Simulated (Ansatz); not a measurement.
Consider the formal exchange of groups at the Al–C bond: `[CH3][AlH][SH]` + `C[SiH2]CBr` → `C[SiH2][CH2][AlH][SH]` + `CBr`.

Computed with Ansatz on PBE0-D4/def2-TZVP structures; ΔE is electronic, products minus reactants. CCSD(T)/CBS is the MP2 limit (def2-TZVPP, def2-QZVPP) plus CCSD(T) − MP2 in def2-TZVPP, frozen cores. This one scheme is used for every species. Functionals use def2-TZVPP. For Br outer-core shells are correlated without core-valence functions, which leaves a few kJ/mol of doubt a bond. Scalar relativity is left out up to krypton. One conformer a species, not always the lowest.

```csv
level,ΔE (kJ/mol)
ωB97M-V,-13.6
HF/def2-TZVPP,-10.1
```

Problem. What does CCSD(T)/CBS give? (An estimate is asked.)

Solution. Ansatz gave: -13.0 kJ/mol. The listed levels differ from it by -0.6, 2.9 kJ/mol.

Largest T1 diagnostic among the species: 0.011.

In def2-TZVPP, CCSD(T) changes the Hartree–Fock value by −3.8 kJ/mol (the triples alone add −0.9 kJ/mol) and MP2 by −4.4 kJ/mol. The D4 term adds −5.1 kJ/mol with B3LYP and −3.2 kJ/mol with PBE0; it sums over pairs of atoms, weighted by their polarisabilities, and B3LYP, whose exchange is more repulsive, gets the larger term.

B3LYP here is the variant with VWN-RPA as its local correlation; programs differ in this.
